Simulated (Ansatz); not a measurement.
Isolated molecules relaxed with PBE0-D4/def2-TZVP in Ansatz; ΔE leaves out vibrations. CBS: MP2 limit from def2 TZ/QZ plus the TZ coupled-cluster correction, frozen cores. This one scheme is used for every species. Functionals use def2-TZVPP. For Br outer-core shells are correlated without core-valence functions, which leaves a few kJ/mol of doubt a bond. Scalar relativity is left out up to krypton. Each species was taken in one conformer, which may not be the lowest.

`[SiH3][O][Al]([SH])[Br]` + H₂O → `[OH][Al]([SH])[O][SiH3]` + HBr  (formal hydrolysis of the Al–Br bond)

`[SiH3][O][Al]([SH])[Br]`:

Cartesian coordinates in Å:
```
Si -1.566 0.323 0.747
O -0.118 0.020 0.062
Al 1.101 -0.317 -1.027
S 3.158 -0.449 -0.377
Br 0.636 -0.640 -3.193
H -2.331 1.296 -0.075
H -2.344 -0.938 0.862
H -1.356 0.890 2.104
H 2.821 -0.184 0.898
```

H₂O:

Z-matrix (Å, degrees):
```
O
H 1 0.960
H 1 0.960 2 105.1
```

`[OH][Al]([SH])[O][SiH3]`:

```xyz
10

O    -1.107   -1.249    1.899
Al   -1.080   -0.524    0.379
S    -2.848   -0.494   -0.882
O     0.336    0.181   -0.162
Si    1.841    0.760   -0.363
H    -1.873   -1.673    2.280
H    -2.206    0.171   -1.858
H     2.789   -0.357   -0.619
H     2.281    1.499    0.851
H     1.866    1.687   -1.525
```

HBr:

```xyz
2

Br   -0.557   -0.440   -0.024
H     0.557    0.440    0.024
```

Task: Is it downhill or uphill in electronic energy at CCSD(T)/CBS, and by how much? (An estimate is asked.)

Result: Computed: Uphill: ΔE = +7.4 kcal/mol.

Task: What do these levels give: revPBE-D4, BHLYP-D4, r2SCAN, BHLYP, CCSD(T)/def2-SVP, CCSD/CBS(def2)? (Best estimate.)

Result: Computed: revPBE-D4 7.0, BHLYP-D4 6.6, r2SCAN 6.0, BHLYP 5.3, CCSD(T)/def2-SVP 5.1, CCSD/CBS(def2) 7.2 kcal/mol.

Largest T1 diagnostic among the species: 0.012.

The D4 term adds +1.0 kcal/mol with B3LYP and +0.6 kcal/mol with PBE0; it sums over pairs of atoms, weighted by their polarisabilities, and B3LYP, whose exchange is more repulsive, gets the larger term. From PBE to PBE0 (25 % exact exchange), in def2-TZVPP and without D4, ΔE moves by +0.9 kcal/mol. At CCSD(T), def2-SVP lies −2.3 kcal/mol from the extrapolated value and def2-TZVPP −1.4 kcal/mol.

B3LYP here is the variant with VWN-RPA as its local correlation; programs differ in this.
